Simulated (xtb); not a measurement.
hydrogen selenide (H2Se), singlet, at a GFN2-xTB geometry; xtb with GFN1-xTB.

xtb was given this input:
```
$ xtb mol.xyz --gfn 1 --acc 0.1 --json

# file mol.xyz
3

Se    -0.00212195     0.05573074    -0.00140146
H     -0.99156528    -0.98670710     0.01758038
H      1.06371165    -0.90813823     0.03006913
```

What the program printed (banner, timings and long lists left out):

```
   ID    Z sym.   atoms
    1   34 Se     1
    2    1 H      2, 3

           -------------------------------------------------
          |                Calculation Setup                |
           -------------------------------------------------

           -------------------------------------------------
          |                 G F N 1 - x T B                 |
           -------------------------------------------------

          ...................................................
          :                      SETUP                      :
          :.................................................:
          :  # basis functions                  14          :
          :  # atomic orbitals                  13          :
          :  # shells                            7          :
          :  # electrons                         8          :
          :  # halogen bonds                     0          :
          :  max. iterations                   250          :
          :  Hamiltonian                  GFN1-xTB          :
          :  restarted?                      false          :
          :  GBSA solvation                  false          :
          :  PC potential                    false          :
          :  electronic temp.          300.0000000     K    :
          :  accuracy                    0.1000000          :
          :  -> integral cutoff          0.3500000E+02      :
          :  -> integral neglect         0.1000000E-08      :
          :  -> SCF convergence          0.1000000E-06 Eh   :
          :  -> wf. convergence          0.2000000E-05 e    :
          :  Broyden damping             0.4000000          :
          :  net charge                          0          :
          :  unpaired electrons                  0          :
          ...................................................

 iter      E             dE          RMSdq      gap      omega  full diag
   1     -4.4281784 -0.442818E+01  0.145E+00    5.87       0.0  T
   2     -4.4347724 -0.659403E-02  0.670E-01    6.00       1.0  T
   3     -4.4348514 -0.789679E-04  0.496E-01    6.01       1.0  T
   4     -4.4348550 -0.354711E-05  0.951E-03    6.01       6.1  T
   5     -4.4348551 -0.122555E-06  0.209E-04    6.01     276.2  T
   6     -4.4348551 -0.178941E-10  0.480E-05    6.01    1204.1  T
   7     -4.4348551 -0.414335E-11  0.413E-09    6.01  100000.0  T
   8     -4.4348551  0.266454E-14  0.290E-11    6.01  100000.0  T

   *** convergence criteria satisfied after 8 iterations ***

         :::::::::::::::::::::::::::::::::::::::::::::::::::::
         ::                     SUMMARY                     ::
         :::::::::::::::::::::::::::::::::::::::::::::::::::::
         :: total energy              -4.420554520115 Eh    ::
         :: gradient norm              0.004359261745 Eh/a0 ::
         :: HOMO-LUMO gap              6.008771533327 eV    ::
         ::.................................................::
         :: SCC energy                -4.434855084914 Eh    ::
         :: -> electrostatic           0.000433908669 Eh    ::
         :: repulsion energy           0.014620919827 Eh    ::
         :: dispersion energy         -0.000320355028 Eh    ::
         :: halogen bond corr.         0.000000000000 Eh    ::
         :: add. restraining           0.000000000000 Eh    ::
         :: total charge               0.000000000000 e     ::
         :::::::::::::::::::::::::::::::::::::::::::::::::::::

           -------------------------------------------------
          |                Property Printout                |
           -------------------------------------------------

    * Orbital Energies and Occupations

         #    Occupation            Energy/Eh            Energy/eV
      -------------------------------------------------------------
         1        2.0000           -0.8536308             -23.2285
         2        2.0000           -0.4980237             -13.5519
         3        2.0000           -0.4754721             -12.9383
         4        2.0000           -0.3729505             -10.1485 (HOMO)
         5                         -0.1521322              -4.1397 (LUMO)
         6                         -0.1230412              -3.3481
         7                         -0.0704582              -1.9173
         8                         -0.0621680              -1.6917
         9                         -0.0223129              -0.6072
        10                         -0.0223129              -0.6072
        11                         -0.0223129              -0.6072
        12                          0.3562324               9.6936
        13                          0.8799494              23.9446
      -------------------------------------------------------------
                  HL-Gap            0.2208183 Eh            6.0088 eV
             Fermi-level           -0.2625413 Eh           -7.1441 eV

  Mulliken/CM5 charges         n(s)   n(p)   n(d)
     1Se   -0.08098 -0.18723   1.921  4.184 -0.024
     2H     0.04049  0.09362   0.960  0.000  0.000
     3H     0.04049  0.09362   0.960  0.000  0.000

Wiberg/Mayer (AO) data.
largest (>0.10) Wiberg bond orders for each atom

 ---------------------------------------------------------------------------
     #   Z sym  total        # sym  WBO       # sym  WBO       # sym  WBO
 ---------------------------------------------------------------------------
     1  34 Se   2.002 --     2 H    1.001     3 H    1.001
     2   1 H    1.002 --     1 Se   1.001
     3   1 H    1.002 --     1 Se   1.001
 ---------------------------------------------------------------------------

Topologies differ in total number of bonds
Writing topology from bond orders to xtbtopo.mol

 dipole moment from electron density (au)
     X       Y       Z
   0.0069  -0.1814   0.0046  total (Debye):    0.462

           -------------------------------------------------
          | TOTAL ENERGY               -4.420554520115 Eh   |
          | GRADIENT NORM               0.004359261745 Eh/α |
          | HOMO-LUMO GAP               6.008771533327 eV   |
           -------------------------------------------------

normal termination of xtb
```
